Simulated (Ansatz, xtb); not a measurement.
# A geometry optimisation of CH4Ga2 with r2SCAN-D4/def2-SVP

The starting geometry of this gas-phase triplet was built from a drawn formula by distance geometry; its bonds are those of `[CH][GaH][GaH2]`.

```json
{"atom": "C", "x (Å)": "0.1634", "y (Å)": "-1.5166", "z (Å)": "0.3847"}
{"atom": "Ga", "x (Å)": "1.1240", "y (Å)": "-1.3588", "z (Å)": "-1.1491"}
{"atom": "Ga", "x (Å)": "0.8824", "y (Å)": "0.3494", "z (Å)": "-2.7240"}
{"atom": "H", "x (Å)": "-0.1664", "y (Å)": "-2.4041", "z (Å)": "1.0254"}
{"atom": "H", "x (Å)": "2.2150", "y (Å)": "-2.1479", "z (Å)": "-1.3942"}
{"atom": "H", "x (Å)": "0.0288", "y (Å)": "1.5960", "z (Å)": "-2.3643"}
{"atom": "H", "x (Å)": "1.5536", "y (Å)": "0.4353", "z (Å)": "-3.9365"}
```

Problem. Predict what becomes of its bonds when it is optimised with r2SCAN-D4/def2-SVP.

Solution. It keeps its bonds, and is `[CH][GaH][GaH2]`. Distances that change by over a tenth: Ga2–H5 (1.37 → 1.57 Å), Ga3–H7 (1.39 → 1.57 Å).

The energy falls by 1.23 eV over 11 steps:

| step | E − E(last) (eV) |
| --- | --- |
| 1 | 1.229 |
| 2 | 0.321 |
| 3 | 0.150 |
| 4 | 0.088 |
| 5 | 0.059 |
| 7 | 0.028 |
| 8 | 0.005 |
| 9 | 0.001 |
| 10 | 0.001 |
| 11 | 0.000 |

Final geometry (Å):

```csv
atom,x (Å),y (Å),z (Å)
C,-0.0342,-1.9449,0.0457
Ga,1.3827,-1.2559,-1.0393
Ga,0.8499,0.4624,-2.6860
H,-0.5410,-2.5492,0.8064
H,2.8100,-1.8668,-0.7776
H,0.9013,1.9979,-2.3456
H,0.4321,0.1098,-4.1615
```

From the same start GFN2-xTB ends elsewhere, in pieces: CH2Ga2 + H2.

No frequencies were run, so the end isn't proven a minimum. Open shells are spin-unrestricted. The triplet needn't be the ground state. Run with Ansatz 0.2.0, 40 s on 2 threads of Intel(R) Xeon(R) 6975P-C (Granite Rapids), with other jobs on the host.
